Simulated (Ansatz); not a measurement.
`F[C@H]1C[Si@H]1[SiH3]` + `[AlH2][SeH]` → `[AlH2][Se][SiH3]` + `FC1C[SiH2]1`  (cleavage of the Si–Si bond)

Gas-phase electronic energies from Ansatz, PBE0-D4/def2-TZVP geometries. CBS: MP2 limit from def2 TZ/QZ plus the TZ coupled-cluster correction, frozen cores. DFT in def2-TZVPP. B3LYP here is the variant with VWN-RPA as its local correlation; programs differ in this. For Se outer-core shells are correlated without core-valence functions, which leaves a few kJ/mol of doubt a bond. Scalar relativity is left out up to krypton.

`F[C@H]1C[Si@H]1[SiH3]`:

Z-matrix (Å, degrees):
```
C
C 1 1.511
Si 1 1.876 2 66.3
F 1 1.372 2 116.0 3 115.4
H 1 1.087 2 116.1 3 -111.9
H 2 1.085 1 117.8 3 116.2
H 2 1.087 1 114.1 3 -107.4
Si 3 2.318 1 118.4 2 101.0
H 3 1.483 1 116.0 2 -104.8
H 8 1.487 3 110.5 1 -147.5
H 8 1.486 3 110.8 1 92.1
H 8 1.485 3 107.8 1 -28.0
```

`[AlH2][SeH]`:

Z-matrix (Å, degrees):
```
Al
Se 1 2.314
H 1 1.579 2 116.3
H 1 1.580 2 119.2 3 180.0
H 2 1.469 1 92.2 3 179.9
```

`[AlH2][Se][SiH3]`:

```xyz
8

Al    1.099    1.527   -0.337
Se   -1.107    1.153    0.238
Si   -0.914   -1.123    0.275
H     2.046    0.273   -0.530
H     1.563    3.026   -0.512
H    -2.252   -1.653    0.634
H     0.079   -1.557    1.288
H    -0.514   -1.645   -1.056
```

`FC1C[SiH2]1`:

Cartesian coordinates in Å:
```
F 0.744 -1.727 0.804
C 0.335 -0.418 0.767
C 0.742 0.375 -0.466
Si -1.097 0.162 -0.276
H 0.526 0.070 1.720
H 1.170 -0.239 -1.255
H 1.276 1.307 -0.315
H -1.949 1.265 0.215
H -1.746 -0.795 -1.193
```

```tsv
level	ΔE (kJ/mol)
B3LYP-D4	-47.3
B2PLYP	-50.5
```

Problem. What does CCSD(T)/CBS give? (Estimate.)

Solution. Ansatz gave: -52.5 kJ/mol. The listed levels differ from it by 5.2, 2.0 kJ/mol.

Largest T1 diagnostic among the species: 0.013.

From PBE to PBE0 (25 % exact exchange), in def2-TZVPP and without D4, ΔE moves by −5.8 kJ/mol. In def2-TZVPP, CCSD(T) changes the Hartree–Fock value by +13.1 kJ/mol (the triples alone add +1.6 kJ/mol) and MP2 by +3.7 kJ/mol.
